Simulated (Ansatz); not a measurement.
CH₆NO₂Ta (`[CH3][Ta](=[NH])([OH])[OH]`) at its PBE0-D4/def2-TZVP geometry, where that method's forces vanish. Charge 0, multiplicity 1. Ta: def2 effective core potential.

```xyz
11

C    -0.5485   -1.4903    0.5249
Ta    0.1834    0.4842    0.0138
N     0.1444    0.5123   -1.7532
O     1.9609    0.6272    0.6955
O    -1.0197    1.7536    0.7792
H    -0.5661   -1.6198    1.6135
H     0.0878   -2.2696    0.0957
H    -1.5617   -1.6457    0.1433
H     0.1389    0.5723   -2.7566
H     2.8091    0.6994    0.2597
H    -1.6286    2.3763    0.3842
```

**Question.** What forces (eV/Å) does r2SCAN-D4/def2-TZVPP give on these atoms in Ansatz 0.2.0? (An estimate is asked.)

**Answer.** The calculation gave: 
```
C1  -0.007 -0.019  0.015
Ta2 -0.021 -0.073  0.232
N3  -0.010 -0.003 -0.328
O4   0.081  0.006  0.090
O5  -0.052  0.056  0.094
H6  -0.002 -0.005 -0.012
H7  -0.015  0.000  0.008
H8   0.012 -0.010  0.007
H9   0.002  0.010 -0.052
H10  0.040  0.007 -0.028
H11 -0.027  0.032 -0.026
```
